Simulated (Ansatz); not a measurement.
The same path of GeH₅OSb (8 atoms, charge 0, multiplicity 1) was run twice with different band settings. The coordinate that changes most is the height of Sb3 over the plane of its neighbours.

Theory: Ansatz 0.2.0, RKS B3LYP-D4/def2-SVP.

Relaxed end points:

```xyz
8
Properties=species:S:1:pos:R:3
O -1.908 0.587 -0.538
Ge -0.223 0.708 0.080
Sb 1.109 -1.534 -0.459
H -1.948 0.494 -1.499
H 0.496 1.912 -0.587
H -0.417 0.970 1.585
H 0.501 -2.272 0.974
H 2.481 -0.921 0.389
```

```xyz
8
Properties=species:S:1:pos:R:3
O -1.601 0.406 -0.641
Ge -0.173 0.874 0.342
Sb 1.576 -1.111 0.621
H -1.351 -0.046 -1.458
H 0.537 2.097 -0.298
H -0.781 1.277 1.700
H 0.282 -2.238 0.770
H 1.604 -1.317 -1.092
```

Common settings: movable images 7; climbing image yes; optimiser quadratic models (default); start path through a guess of the saddle point; force threshold 0.03 eV/Å; iteration limit 60; end points relaxed.

| run | spring |
| --- | --- |
| 1 | 5.0 eV/Å² |
| 2 | 0.5 eV/Å² |

Task: What does each run give, and how far can it be trusted?

Result: Run 1: converged after 22 iterations, highest image 1.552 eV above the first end. Neighbouring images differ by up to 1.3 eV, so the band resolves the path poorly. A vibrational analysis at the climbing image gives one clearly imaginary mode, 725i cm⁻¹: a first-order saddle point.
Run 2: converged after 32 iterations, highest image 1.552 eV above the first end. Neighbouring images differ by up to 1.3 eV, so the band resolves the path poorly. Another band between the same ends (7 images) ends at a top of the same energy, where a vibrational analysis finds 1 clearly imaginary mode.
